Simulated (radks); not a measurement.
Task: All-electron calculation, scalar-relativistic Kohn-Sham, PBE, spin-polarised, spherical densities, finite nucleus; open shells are filled with parallel spins first (spin-orbit coupling, left out, can overturn this in heavy ions); Fermi nuclear charge, rms radius of each element as measured or else 0.836 A^(1/3) + 0.57 fm. Program: a radial shooting solver on a logarithmic mesh with Libxc functionals. Each species is in its NIST ground configuration. Rank Pt4+, Hf4+, Os4+, Re4+, W4+, Hg4+, Ta4+, Ir4+, Au4+, Lu4+ by Delta-SCF ionisation energy (eV), largest first.

Result: Hf4+ 69.494, Lu4+ 68.561, Hg4+ 63.846, Au4+ 60.866, Ir4+ 59.199, Pt4+ 57.784, Os4+ 56.442, Re4+ 53.629, W4+ 50.749, Ta4+ 47.789.
